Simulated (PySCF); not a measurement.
**`O[Si@@H]1NC[Si@H](O)N1`, CH$_{8}$N$_{2}$O$_{2}$Si$_{2}$**

Molfile (atoms numbered from 1):
```
CH8N2O2Si2
     RDKit          3D

 15 15  0  0  0  0  0  0  0  0999 V2000
   -2.8156    0.8590   -0.0288 O   0  0  0  0  0  0  0  0  0  0  0  0
   -1.5465   -0.0607    0.3927 Si  0  0  2  0  0  4  0  0  0  0  0  0
   -0.2797    0.8213    1.1315 N   0  0  0  0  0  0  0  0  0  0  0  0
    1.0906    0.4113    0.8920 C   0  0  0  0  0  0  0  0  0  0  0  0
    1.0718   -0.7442   -0.6254 Si  0  0  2  0  0  4  0  0  0  0  0  0
    1.8395   -0.2102   -1.9587 O   0  0  0  0  0  0  0  0  0  0  0  0
   -0.6083   -0.6702   -0.9333 N   0  0  0  0  0  0  0  0  0  0  0  0
   -2.6750    1.6284   -0.5753 H   0  0  0  0  0  0  0  0  0  0  0  0
   -2.2060   -1.1197    1.1505 H   0  0  0  0  0  0  0  0  0  0  0  0
   -0.4145    1.3113    2.0014 H   0  0  0  0  0  0  0  0  0  0  0  0
    1.7080    1.3032    0.7375 H   0  0  0  0  0  0  0  0  0  0  0  0
    1.5017   -0.1041    1.7680 H   0  0  0  0  0  0  0  0  0  0  0  0
    1.5733   -2.0767   -0.2642 H   0  0  0  0  0  0  0  0  0  0  0  0
    2.7908   -0.2010   -1.9998 H   0  0  0  0  0  0  0  0  0  0  0  0
   -1.0344   -1.1396   -1.7100 H   0  0  0  0  0  0  0  0  0  0  0  0
  1  2  1  0
  2  3  1  0
  3  4  1  0
  4  5  1  0
  5  6  1  0
  5  7  1  0
  7  2  1  0
  1  8  1  0
  2  9  1  1
  3 10  1  0
  4 11  1  0
  4 12  1  0
  5 13  1  1
  6 14  1  0
  7 15  1  0
M  END
```

Level of theory: PySCF, TDDFT BHandHLYP/def2-SVPD circular dichroism and optical rotation, one conformer, gas phase. Geometry: GFN2-xTB.

The molecule is flexible and this is one conformer; a measurement averages over conformers.

Task: Draw the ECD and absorption spectra from the lowest 8 states, each a Gaussian of half-width 0.35 eV at 1/e height.

Result: 
| E (eV) | λ (nm) | Δε (L mol⁻¹ cm⁻¹) | ε (L mol⁻¹ cm⁻¹) |
| --- | --- | --- | --- |
| 5.96 | 208 | -0.29 | 23.2 |
| 6.11 | 203 | -0.82 | 66.9 |
| 6.26 | 198 | -1.69 | 140 |
| 6.41 | 193 | -2.60 | 232 |
| 6.56 | 189 | -3.06 | 362 |
| 6.71 | 185 | -1.92 | 616 |
| 6.86 | 181 | +3.48 | 1080 |
| 7.01 | 177 | +14.65 | 1750 |
| 7.16 | 173 | +26.33 | 2480 |
| 7.31 | 170 | +28.55 | 3020 |
| 7.46 | 166 | +18.07 | 3180 |
| 7.61 | 163 | +2.92 | 3050 |
| 7.76 | 160 | -7.20 | 2760 |

Δε uses R in velocity form, ε uses f in length form. Only the states computed contribute, so the short-wavelength end is incomplete.
